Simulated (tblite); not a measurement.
Q: Write a Z-matrix for `C=Cc1cccpc1C` as optimised with GFN2-xTB.

A: 
Z-matrix in Å and degrees, rows numbered from 1:
```
C 
C   1  1.3245
C   2  1.4689  1  124.17
C   3  1.3952  2  118.15  1    41.13
C   4  1.3821  3  123.88  2   179.24
C   5  1.3786  4  123.23  3    -0.11
P   6  1.7303  5  124.96  4     0.64
C   3  1.3943  2  119.30  1  -139.13
C   8  1.5042  3  120.00  2     1.56
H   1  1.0768  2  121.84  3  -179.68
H   1  1.0776  2  121.91  3     1.60
H   2  1.0821  1  119.75  3  -179.46
H   4  1.0806  3  117.62  2     0.51
H   5  1.0827  4  118.18  3  -179.75
H   6  1.0832  5  118.81  4  -179.61
H   9  1.0912  8  110.65  3   -68.72
H   9  1.0897  8  110.96  3    51.14
H   9  1.0890  8  110.32  3   171.75
```

The 7 C–C bonds span 1.325 Å (C1=C2, drawn double) to 1.504 Å (C8–C9, drawn single), a spread of 0.179 Å. Of the pairs four or more bonds apart, C9···H12 is among the closest relative to their van der Waals radii: 2.65 Å, 91 % of the sum of Bondi's values. P7 (phosphorus bonded to 2 C) is bent (angle 101.1°). The 6-membered ring C3–C4–C5–C6–P7–C8 has internal angles of 101.1° to 125.0°; it is planar, 0.00 Å rms from its mean plane, widest ring torsion 1°.

Computed geometry: GFN2-xTB, gas phase.

Point group: C1 (no symmetry element, even within 0.4 Å). Its GFN2-xTB frequencies are all real (lowest 84 cm⁻¹). The numbers are those of one conformer (C1–C2–C3–C4 41°). 2 starts were optimised and ended at 0.00 and 1.02 kcal/mol (GFN2-xTB); the lowest of these is shown.
